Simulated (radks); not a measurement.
The numbers below are computed, except where a source is named.
Valence configurations of Ar IV (all share [Ne]). Code: a radial shooting solver on a logarithmic mesh with Libxc functionals. Model: scalar-relativistic Kohn-Sham, r2SCAN, spin-unpolarised, spherical densities, finite nucleus; meta-GGA in the generalised Kohn-Sham scheme; Fermi nuclear charge, rms radius 3.4274 fm. Energies are relative to 3s2 3p3; eigenvalues in eV.

valence      E (eV)    e(3p)    e(3s)
3s2 3p3       0.000  -50.149  -66.571
3s1.5 3p3.5   8.212  -50.413  -66.841
3p5          32.848  -51.161        -
3s1 3p4      16.426  -50.670  -67.099
3s0.5 3p4.5  24.638  -50.920  -67.345

NIST lists [Ne] 3s2 3p3 as the ground configuration; this level of theory agrees among the configurations tried. The energies are those of spherical spin-averaged densities, not of single terms.
